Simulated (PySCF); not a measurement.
# MoH₆ + 2 O₂ → H₂MoO₂ + 2 H₂O

Level: PBE0 in the def2-TZVP basis family, computed in PySCF with density fitting; scalar-relativistic core potentials for atoms from Rb on, none lighter, no spin–orbit coupling; open shells unrestricted.

```csv
species,state and structure,E (Eh),ZPE (kJ/mol),H(298 K) − H(0) (kJ/mol),S° (J/(mol K))
MoH₆,"singlet, C3v, Mo–H 1.628 Å (×3), Mo–H 1.680 Å (×3); H–Mo–H 60.6° (×3), H–Mo–H 63.6° (×3), H–Mo–H 114.7° (×6), H–Mo–H 117.5° (×3)",-71.65994,118.6,11.6,243.2
O₂,"triplet, D∞h, O–O 1.193 Å",-150.23561,10.3,8.7,204.9
H₂MoO₂,"singlet, C2v, Mo–H 1.716 Å (×2), Mo–O 1.663 Å (×2); H–Mo–H 119.8°, H–Mo–O 107.0° (×4), O–Mo–O 108.8°",-219.78889,53.4,12.5,274.4
H₂O,"singlet, C2v, O–H 0.960 Å (×2); H–O–H 105.1°",-76.37736,56.5,9.9,188.7
```

Q: What is the electronic reaction energy?

A: At PBE0/def2-TZVP, ΔE = -1082.9 kJ/mol from the differences of the total energies times 2625.5, downhill. 

Q: Add zero-point, thermal and entropy terms for 298.15 K and 1 bar.

A: ΔZPE = 27.2 and Δ[H(298) − H(0)] = 3.3 kJ/mol give ΔH° = -1052.4 kJ/mol. ΔS° = -1.2 J/(mol K), so ΔG° = -1052.4 − 298.15 × (-0.0012) = -1052 kJ/mol.

Only the bonding shown was studied: isomers, or loss of a ligand pair, can lie lower.
